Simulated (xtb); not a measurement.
Harmonic IR lines of one isomer of CH6OSi, unscaled. Level of theory: GFN2-xTB run with xtb 6.7.1.

```
wavenumber (cm⁻¹)  relative intensity
-----------------  ------------------
323                                31
510                               5.9
550                                13
750                                15
787                               100
796                                55
1055                               16
1115                              8.2
1274                              3.0
1329                               14
2226                               65
2284                               61
2302                               61
2871                               15
2983                              5.7
```

Question: Which structure gives these lines?
A) `C[SiH2]O`
B) `OC[SiH3]`
C) `CO[SiH3]`

Answer: B, `OC[SiH3]`
